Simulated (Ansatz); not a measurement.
Reaction (homolysis of the C–Si bond): `[SiH3]C(Br)Br` → `Br[CH]Br`• + `[SiH3]`•

Computed with Ansatz on PBE0-D4/def2-TZVP structures; ΔE is electronic, products minus reactants. CCSD(T)/CBS adds triple-zeta CCSD(T) − MP2 to the extrapolated MP2 energy (def2 sets, frozen cores). This one scheme is used for every species. Functionals use def2-TZVPP. B3LYP here is the variant with VWN-RPA as its local correlation; programs differ in this. No spin–orbit coupling; open shells (•) take unrestricted orbitals. For Br outer-core shells are correlated without core-valence functions, which leaves a few kJ/mol of doubt a bond. Scalar relativity is left out up to krypton.

| level | ΔE (kcal/mol) |
| --- | --- |
| PBE-D4 | 79.8 |
| PBE0-D4 | 80.7 |
| B3LYP-D4 | 80.2 |
| ωB97M-V | 86.5 |

Q: What does CCSD(T)/CBS give? (Estimate.)

A: The calculation gave: +87.3 kcal/mol. The listed levels differ from it by -7.5, -6.6, -7.1, -0.8 kcal/mol.

Largest T1 diagnostic among the species: 0.015.

In def2-TZVPP, CCSD(T) changes the Hartree–Fock value by +23.9 kcal/mol (the triples alone add +2.1 kcal/mol) and MP2 by +29.0 kcal/mol; breaking electron pairs costs correlation energy, which Hartree–Fock lacks. From PBE to PBE0 (25 % exact exchange), in def2-TZVPP and without D4, ΔE moves by +1.2 kcal/mol. The D4 term adds +4.1 kcal/mol with B3LYP and +2.2 kcal/mol with PBE0; it sums over pairs of atoms, weighted by their polarisabilities, and B3LYP, whose exchange is more repulsive, gets the larger term.
